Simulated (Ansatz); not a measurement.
Na2F2 was relaxed with PBE0-D4 (def2-TZVP) in Ansatz in these states: neutral quintet, neutral singlet, neutral triplet. The geometries follow in no particular order.

A:

```tsv
atom	x (Å)	y (Å)	z (Å)
Na1	-0.677	1.847	-0.868
Na2	0.802	-1.828	0.799
F3	-1.232	-1.640	-2.519
F4	1.108	1.621	2.588
```

B:

| atom | x (Å) | y (Å) | z (Å) |
| --- | --- | --- | --- |
| Na1 | 1.2931 | -0.4045 | -0.4150 |
| Na2 | -1.2930 | 0.4048 | 0.4150 |
| F3 | 0.4790 | 0.0642 | 1.4301 |
| F4 | -0.4791 | -0.0645 | -1.4301 |

C:

```
atom   x (Å)   y (Å)   z (Å)
 Na1   0.807  -1.470   1.003
 Na2  -0.807   1.469  -1.004
  F3   0.879   0.230  -0.369
  F4  -0.879  -0.229   0.370
```

Judge from the bond lengths which geometry belongs to which state (an estimate).

A is the neutral quintet (Na1–F4 3.897 Å, Na2–F3 3.897 Å, Na1–F3 3.897 Å); B is the neutral singlet (Na1–F4 2.070 Å, Na2–F3 2.070 Å, Na1–F3 2.070 Å); C is the neutral triplet (Na1–F4 2.186 Å, Na2–F3 2.186 Å, Na1–F3 2.186 Å).

At PBE0-D4/def2-TZVP a singlet lies 11.60 eV below the neutral quintet. At PBE0-D4/def2-TZVP a singlet lies 4.91 eV below the neutral triplet. In the triplet, F3 and F4 lie 1.96 Å apart (atoms count from 1), so these atoms are partly bonded to each other. These are the stationary points nearest to one start from a short search; other shapes may lie lower in each state. The neutral quintet has come apart into loosely held pieces.
